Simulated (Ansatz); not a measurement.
Species: C₃H₆S, charge 0, multiplicity 1. SMILES: C1CSC1
Coordinates optimised at B3LYP-D3(BJ)/def2-TZVP (Ansatz, a quantum-chemistry and plane-wave program):
```xyz
10

C      0.0008     1.3184     0.2509
C     -1.1480     0.2936     0.2181
S     -0.0008    -1.0285    -0.3774
C      1.1487     0.2927     0.2156
H      0.0020     1.9898     1.1112
H      0.0000     1.9219    -0.6563
H     -1.9694     0.5086    -0.4615
H     -1.5445     0.0509     1.2035
H      1.9688     0.5071    -0.4659
H      1.5473     0.0497     1.2000
```

Quantity: enthalpy of formation at 298 K, in kcal/mol. Terms: LANL2DZ with its own core potentials from Na on; non-relativistic; 6-311+G** with 5d, 6d on Na to Ar in Ansatz; UHF or UKS for open shells; no dispersion term unless named; six Cartesian d functions in 6-31G* and its kin unless marked 5d; spin-orbit terms left out; valence correlation only. Basis-set limits of correlation are two-point, X^-3; Hartree-Fock from the larger set. [CCSD(T)-MP2]/basis is that difference in the basis named. First-principles rows: single points at B3LYP-D3(BJ) geometries (Ansatz), with unscaled harmonic terms from B3LYP/6-31G* (Ansatz) at its own minima, enthalpies of formation by atomisation with measured atoms.

Measured values: CRC Handbook, as tabulated in the package chemicals; they hold spin-orbit and core effects, anharmonicity. 

Value to compare with, the measured value: 14.5 kcal/mol.

```tsv
level	program	enthalpy of formation at 298 K (kcal/mol)	error
B3LYP/STO-3G	Ansatz	-167.3	-181.8
B3LYP/3-21G	Ansatz	44.8	30.3
B3LYP/LANL2DZ	Ansatz	62.4	47.9
B3LYP/6-31G	Ansatz	53.9	39.4
B3LYP/6-31G*	Ansatz	24.0	9.5
B3LYP/6-31+G*	Ansatz	31.7	17.2
B3LYP/6-31G**	Ansatz	18.7	4.2
B3LYP/def2-SVP	Ansatz	22.0	7.5
B3LYP/cc-pVDZ	Ansatz	38.5	24.0
B3LYP/6-311+G**	Ansatz	31.7	17.2
B3LYP/def2-TZVPD	Ansatz	25.4	10.9
RI-MP2/CBS(aug-cc-pV(T+d)Z,aug-cc-pV(Q+d)Z)+[CCSD(T)-MP2]/aug-cc-pV(T+d)Z	Ansatz	15.3	0.8
```

Among the 10 habitual levels, B3LYP/STO-3G lies farthest from the measured value (-181.8 kcal/mol) and B3LYP/6-31G** nearest (4.2); 9 of 10 lie above it, and their mean absolute error is 37.9 kcal/mol, the median 20.6. One case shows no general order.

The sets are all those run for this method; left out are runs that failed, that the program found above a lower state of the same kind, or whose <S^2> lies over 0.5 above the pure value.
